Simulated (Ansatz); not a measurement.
Start from `C=C(S)O[SiH3]` and change one atom or group to get `C=[C](S)[GeH3]`.

Ansatz, PBE0-D4/def2-TZVP geometries, multiplicity 1. Each molecule was computed in one conformer, which needn't be the lowest.

Scalar relativity is left out up to krypton.

```
                               property  `C=C(S)O[SiH3]`
     HOMO energy (PBE0/def2-TZVPP) / eV            -6.90
      HOMO energy (PBE/def2-TZVPP) / eV            -5.77
  HOMO energy (ωB97M-V/def2-TZVPP) / eV            -9.07
  HOMO–LUMO gap (B3LYP/def2-TZVPP) / eV             6.25
HOMO–LUMO gap (ωB97M-V/def2-TZVPP) / eV            10.77
     LUMO energy (PBE0/def2-TZVPP) / eV            -0.18
```

Problem. Give the same properties after the change, and the shifts. (An estimate is asked.)

Solution. The calculation gave: 
```csv
property,`C=[C](S)[GeH3]`,shift
HOMO energy (PBE0/def2-TZVPP) / eV,-6.66,0.24
HOMO energy (PBE/def2-TZVPP) / eV,-5.58,0.19
HOMO energy (ωB97M-V/def2-TZVPP) / eV,-8.79,0.28
HOMO–LUMO gap (B3LYP/def2-TZVPP) / eV,5.80,-0.45
HOMO–LUMO gap (ωB97M-V/def2-TZVPP) / eV,10.41,-0.36
LUMO energy (PBE0/def2-TZVPP) / eV,-0.43,-0.25
```

With PBE0 the HOMO rises by 0.24 eV and the LUMO falls by 0.25 eV, so the gap narrows by about 0.49 eV. PBE moves the HOMO by 0.19 eV and ωB97M-V by 0.28 eV.

Positive LUMOs are unbound, so they and the gaps depend on the basis.

B3LYP here is the variant with VWN-RPA as its local correlation; programs differ in this.
